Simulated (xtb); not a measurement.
C2H6N, SMILES C=[NH+]C, charge +1. All values are semi-empirical tight-binding results from xtb (GFN2-xTB unless named), good for trends rather than for accurate numbers. The structure is a stationary point at GFN2-xTB. The isomer is the one that the SMILES or the coordinates give; other isomers of the formula were not compared.

Computed properties:
| Property | Value |
|---|---|
| point group as xtb finds it | Cs |
| orbital gap | 4.33 eV |
| zero-point energy | 49.3 kcal/mol |
| G − E(el) at 298.15 K (modified RRHO) | 33.6 kcal/mol |
| static polarisability (D4 model) | 32.7 bohr³ |
| solvation energy, GFN2-xTB/ALPB(water) | -65.2 kcal/mol |
| solvation energy, GFN2-xTB/ALPB(hexane) | -36.0 kcal/mol |

Computed IR lines (harmonic; lines under 4 % of the strongest left out, lines within 3 cm⁻¹ merged):
ν (cm⁻¹): 581 (m), 937 (w), 1016 (m), 1025 (vs), 1189 (w), 1316 (w), 1353 (w), 1378 (s), 1400 (m), 1427 (m), 1715 (w), 2995 (w), 3015 (m), 3043 (m), 3082 (m), 3243 (s) (against the strongest line: vs over 80 %, s over 45 %, m over 15 %, w over 4 %, vw less)
